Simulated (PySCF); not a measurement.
Electron correlation in N+ (nitrogen, charge +1)

[He] 2s2 2p1 3d1, one real determinant (an excited configuration). Computed with PySCF 2.14 in aug-cc-pwCVDZ, with the non-relativistic Hamiltonian (point nucleus). Frozen: 1s2; 4 electrons correlated.

```
  level  correlation energy (mhartree)
   CCSD                         -82.56
    (T)                          -4.20
CCSD(T)                         -86.76
```

Diagnostics: T1 = 0.0072, D1 = 0.0134, largest double amplitude 0.188.

The real determinant used has ⟨L²⟩ near 8 against 12 for a pure F term, so it mixes terms. The outer electron is Rydberg-like, and this basis confines it to a smaller radius and binds it less than a complete one would. A double-excitation amplitude exceeds 0.15, a sign of near-degeneracy.

Cost of the coupled-cluster step: roughly 1.3 core-seconds, for 4 correlated electrons.

The reference is one real determinant that mixes LS terms of this configuration.
